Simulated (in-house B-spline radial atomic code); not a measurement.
**RPA and G0W0 on wB97X: Al II (Al+)**

Configuration [Ne] 3s2, mean-field start wB97X. Computed with an all-electron radial atomic-structure program (B-spline basis): all electrons, scalar-relativistic (spin-free one-electron X2C), finite nucleus, each spin shell either full or empty, empty states to l = 9 with an (l + 1/2)⁻⁴ tail; G0W0 by contour deformation at full frequency.

Command:
```bash
python run_gw.py task.json out
```
Settings (radii: box in bohr, nucleus in fm):
```
Z                        13
electrons                12
configuration            [Ne] 3s2
hamiltonian              x2c
method                   wb97x
lmax                     9
rms_radius               3.061
spin_polarised           False
box_radius               23.78
intervals                72
ion_configuration        [Ne] 3s1
```

Run time, properties included: 5.8 s on 1 thread of Arm Neoverse N1, with other jobs on the host.

Energies (hartree):

| term | value |
| --- | --- |
| mean-field total | -242.58387 |
| Hartree-Fock functional on these orbitals | -242.10531 |
| direct second order | -0.75375 |
| second-order exchange | 0.26983 |
| SOSEX correction | 0.2452 |

(1) What is the RPA correlation energy, and what remains with SOSEX?

Quasi-particle levels (eV):

```
level  occupied  mean field  Σx - vxc     Σc  QP weight    G0W0
   3s       yes     -18.039      0.32      ?          ?       ?
   2p       yes      -84.71    -11.00   4.09      0.851  -91.62
   3p        no      -6.110      1.03  -0.96      0.958  -6.037
```

G0W0 = mean field + (Σx - vxc) + Σc, with Σc (partial-wave tail included) taken at the quasi-particle energy. Levels of low weight are left out.

(2) Where does G0W0 put 3s?

(3) What does it cost to remove one electron (to [Ne] 3s1) by differences of total energies, each species on its own start (correlation terms add to the Hartree-Fock functional)?

Results:

(1) RPA gives -0.66438 hartree (-1.51 eV per electron); RPA + SOSEX gives -0.41918, and the second-order doubles -0.48392 hartree (no singles). RPA lacks exchange-type terms and so overcorrelates at short range.

(2) At -18.947 eV, with Σc = -1.22 eV and a quasi-particle weight of 0.954. The tabulated removal energy is 18.829 eV (NIST, measured); the calculation leaves out spin-orbit coupling, Breit and QED terms, and what these don't explain is the method's own error.

(3) wB97X 18.684 eV, Hartree-Fock functional 17.497 eV, + RPA 18.764 eV, + RPA + SOSEX 18.438 eV, + second order 18.728 eV. Tabulated: 18.829 eV (NIST, measured); the calculation leaves out spin-orbit coupling, Breit and QED terms, and what these don't explain is the method's own error.
